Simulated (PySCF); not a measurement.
Isomers of C8H6S, one conformer each; single-point electronic energies without zero-point terms and without any empirical dispersion term.

All values: PBE0/pcSseg-1 (PySCF, non-relativistic), each on one gas-phase PBE0-D3(BJ)/def2-SVP geometry that isn't relaxed in the solvent. The solvent is an IEF-PCM continuum (cavity from Bondi-type radii × 1.2). Specific hydrogen bonds and non-electrostatic terms are outside this model.

```tsv
isomer	relative energy, gas (kJ/mol)	dipole (D)
`s1c2ccccc2cc1` (benzo[b]thiophene)	0.0	0.61
`c1c2ccccc2cs1` (benzo[c]thiophene)	46.7	0.04
```

Question: How do the relative energies look in chloroform (ε = 4.711)?

Answer: 
```tsv
isomer	relative energy, solvent (kJ/mol)	E(solvent) − E(gas) (kJ/mol)	dipole in solvent (D)
`s1c2ccccc2cc1` (benzo[b]thiophene)	0.0	-12.7	0.75
`c1c2ccccc2cs1` (benzo[c]thiophene)	46.8	-12.6	0.03
```

The order is unchanged. The gains span 0.1 kJ/mol, the gas-phase energies 46.7 kJ/mol.
